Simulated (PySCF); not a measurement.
Bonds: Si1-C2 1.878 Å, C2-C3 1.403 Å, C2-C7 1.403 Å, C3-C4 1.394 Å, C4-C5 1.394 Å, C5-C6 1.394 Å, C6-C7 1.394 Å. Si1 carries H13, H14, H15; C3 carries H8; C4 carries H9; C5 carries H10; C6 carries H11; C7 carries H12.

All values are calculated (PySCF 2.14.0 with density-fitted response routines): geometry from PBE0-D3(BJ)/def2-SVP, B3LYP/pcSseg-1 with gauge-including orbitals. No relativistic terms, a single conformation, in vacuum, fast rotation and ring inversion assumed for equivalent nuclei.

δ = σ(ref) − σ, references computed at the same level: 13C and 1H and 29Si vs TMS.

```json
{"atoms": "Si1", "nucleus": "29Si", "count": "1", "δ (ppm)": "?"}
{"atoms": "H10", "nucleus": "1H", "count": "1", "δ (ppm)": "?"}
{"atoms": "C3/C7", "nucleus": "13C", "count": "2", "δ (ppm)": "142.2"}
{"atoms": "C4/C6", "nucleus": "13C", "count": "2", "δ (ppm)": "134.1"}
{"atoms": "H8/H12", "nucleus": "1H", "count": "2", "δ (ppm)": "7.59"}
{"atoms": "H13/H14/H15", "nucleus": "1H", "count": "3", "δ (ppm)": "4.45"}
{"atoms": "C5", "nucleus": "13C", "count": "1", "δ (ppm)": "?"}
{"atoms": "C2", "nucleus": "13C", "count": "1", "δ (ppm)": "135.2"}
{"atoms": "H9/H11", "nucleus": "1H", "count": "2", "δ (ppm)": "7.33"}
```

**Question.** Estimate the values marked ?.

**Answer.** 
- C5: 135.8 ppm, carbon bonded to 2 C, H
- H10: 7.34 ppm, hydrogen on a carbon bonded to 2 C
- Si1: -65.8 ppm, silicon bonded to C, 3 H

Shifts are as computed. Against solution values, carbons near 30 ppm lie about +2 ppm off and those near 130 ppm about +6 ppm. Of 1211 compounds with measured shifts, 218 miss one by over three times the rms of a fit or turn the order of signals round; such compounds aren't used in these exercises.
